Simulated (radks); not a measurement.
Species: Zr2+. Configuration: [Kr] 4d2 (the NIST ground configuration).

Calculated with a radial shooting solver on a logarithmic mesh with Libxc functionals: Dirac Kohn-Sham, LDA (Slater exchange, Perdew-Wang correlation), spin-unpolarised, spherical densities, point nucleus; open shells are shared between the two j in proportion to 2j + 1.

Energy parts (hartree):
| part | energy |
|---|---|
| total | -3594.26551 |
| kinetic | 3713.30243 |
| electron-nucleus | -8657.90658 |
| Hartree | 1460.08230 |
| exchange-correlation | -109.74366 |

Orbitals (lengths in bohr, moments of r in powers of bohr; <r^-3> diverges for s and p1/2; r(90%) holds 90 % of the orbital's charge):
orbital  occ.  eigenvalue (hartree)      <r>  <r^-3>  r(90%)   <1/r>
1s1/2       2             -654.3610  0.03711       -  0.0664   41.21
2s1/2       2             -91.13624   0.1625       -   0.252   9.329
2p1/2       2             -83.53493   0.1387       -   0.227   9.310
2p3/2       4             -80.38519   0.1431    2032   0.233   8.908
3s1/2       2             -15.36453   0.4592       -   0.680   3.156
3p1/2       2             -12.53330   0.4555       -   0.691   3.054
3p3/2       4             -12.03106   0.4661   327.8   0.706   2.957
3d3/2       4              -7.01884   0.4507   46.49   0.726   2.755
3d5/2       6              -6.92701   0.4543   44.51   0.731   2.730
4s1/2       2              -2.53875    1.211       -    1.77   1.125
4p1/2       2              -1.77427    1.342       -    2.00   1.002
4p3/2       4              -1.70760    1.373   43.60    2.04  0.9754
4d3/2     0.8              -0.64692    2.000   3.008    3.15  0.6605
4d5/2     1.2              -0.64117    2.015   2.868    3.17  0.6549

The highest occupied level is 4d5/2 at -17.447 eV. Summed over all electrons, <r^2> = 30.39 bohr^2, which gives a Langevin (diamagnetic) susceptibility term of -24.1 x 10^-6 cm^3/mol.
